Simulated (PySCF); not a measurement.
**Relaxation of quintet RhBr₂⁺**

All numbers come from PySCF, UB3LYP, basis Rh def2-SVP with ECP28, Br def2-SVP (scalar-relativistic core potentials, no spin–orbit coupling, density fitting). A (50,194) grid was used.

A hand-made bent start, of C2v symmetry, held to at least that symmetry:

```xyz
3
charge 1 multiplicity 5, angstrom
Rh    0.0000    0.0000   -0.8132
Br    1.9186    0.0000    0.5302
Br   -1.9186    0.0000    0.5302
```

Optimiser trace:
```csv
step,E − E(last) (kJ/mol),largest gradient (Eh/bohr)
0,13.39,0.00731
1,10.23,0.00546
2,4.39,0.00411
3,2.79,0.00411
4,1.83,0.00326
5,1.33,0.00178
6,1.11,0.00088
7,1.05,0.00093
8,0.90,0.00268
9,0.61,0.00410
10,0.19,0.00271
11,0.01,0.00061
12,0.03,0.00118
13,0.00,0.00007
```

It ends at D∞h with Rh–Br 2.354 Å (×2); Br–Rh–Br 180.0°. A frequency run shows a minimum. Other isomers or separated fragments may lie lower.

Final geometry:
Coordinates in bohr (charge 1 multiplicity 5):
```
Rh    0.0000    0.0000    0.0000
Br    4.4483    0.0000    0.0000
Br   -4.4483    0.0000    0.0000
```

Open d and f shells are described by one determinant, and the ground state may have another occupation or spin.
